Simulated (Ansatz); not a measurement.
Ideal-gas functions of CHBrCl₂, SMILES `ClC(Cl)Br` at 600 K and 1 bar, from an Ansatz frequency run at PBE0-D4/def2-TZVP.

Molar mass 163.83 g/mol, point group Cs (symmetry number 1), electronic degeneracy 1, moments of inertia 154.823, 279.515, 422.824 u Å². Harmonic wavenumbers (cm⁻¹, unscaled): 214, 222, 334, 615, 741, 784, 1195, 1235, 3185.

Use S(trans) = R[1.5 ln M + 2.5 ln T − 1.1517]; rotational temperatures θ = 24.2544 K / I; S(rot) = R[ln(√π/σ · √(T³/θAθBθC)) + 1.5]; for each mode x = 1.438777 ν̃/T, S = R[x/(eˣ − 1) − ln(1 − e⁻ˣ)] and H = RT x/(eˣ − 1); 1 cm⁻¹ = 0.0119627 kJ/mol; R = 8.31446 J/(mol·K).

Problem. By hand: the entropy, in J/(mol·K).

Solution. Translation 187.0. Rotation: θ = 0.1567, 0.0868, 0.0574 K, giving 126.8. Vibration, mode by mode: 13.95, 13.65, 10.38, 5.80, 4.55, 4.19, 1.93, 1.79, 0.03, in all 56.3. Electronic 0.0. Sum 370.1 J/(mol·K).

Problem. By hand: H − E and G − E in kJ/mol, counted from the electronic energy.

Solution. Zero-point energy ½ × 8525 × 0.0119627 = 51.0; thermal vibration 18.2; translation, rotation and pV give 4 RT = 20.0. H − E = 89.2 kJ/mol, and G − E = 89.2 − 600 × 370.1/1000 = -132.9 kJ/mol.

Vibration gives 15 % of the entropy.
